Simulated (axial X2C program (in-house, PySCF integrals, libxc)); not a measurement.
# BBr: from the spin-free to the two-component result

Computed with an in-house all-electron X2C program for linear molecules (integrals from PySCF). Spin-free means the one-electron spin-free X2C Hamiltonian; two-component (2c) means X2C with spin–orbit coupling and atomic mean-field two-electron Coulomb and Gaunt terms, so the difference of the two also holds small scalar two-electron terms. Basis: Br dyall-cv3z [8s9p6d4f1g], B dyall-v3z [7s6p2d1f] (cores contracted in-house); Gaussian nuclei, density fitting, unrestricted open shells. Masses: Br 78.918 u, B 11.009 u.

Spin-free state: M_S = 0, Λ = 0 (closed shell); fragments Br + B.

| level | Re (Å) | ωe (cm⁻¹) | De (eV) | μ (D) |
| --- | --- | --- | --- | --- |
| PBE0 | 1.889 | 684.7 | 4.565 | -1.50 |
| HF | 1.896 | 686.6 | 3.035 | -1.22 |
| MP2 | 1.879 | 706.9 | 4.536 | n/a |
| r2SCAN | 1.896 | 672.9 | 4.618 | -1.55 |

Correlated methods: 10 electrons correlated (number of frozen shells: Br 3 s, 2 p, 1 d; B 1 s), 190 virtual spin orbitals or spinors in MP2.

Dipoles are positive if B is the positive end.

Two-component determinant lowest at the distance of the search:

Ω = 0 (closed shell); fragments Br + B.

```
 level  Re (Å)  ωe (cm⁻¹)  De (eV)  μ (D)
  PBE0   1.890      683.7    4.462  -1.50
    HF   1.897      685.7    2.873  -1.22
   MP2   1.880      706.1    4.394    n/a
r2SCAN   1.897      672.0      n/a  -1.55
```

Problem. From the two tables, how do the constants change at the MP2 level (2c against spin-free)?

Solution. At the MP2 level Re rises by 0.001 Å and ωe decreases by 0.8 cm⁻¹; De changes by -0.142 eV.

Occupations by symmetry block were frozen at the best pattern of an incomplete PBE0 search. The closed shell is kept restricted, so the energy runs too high when the bond is stretched far. De is counted from the lowest determinant-based energies of the atoms at the same level, without counterpoise correction. De is not given where an atomic determinant may have missed its ground term or J level, or where the truncated virtual space spoils (T). The 2c atoms are single determinants rather than J levels; their spin–orbit lowering is only partly caught, and De is too large by that part. This holds for PBE0. The functionals have no current-density term, which raises determinants with orbital currents, atoms included.
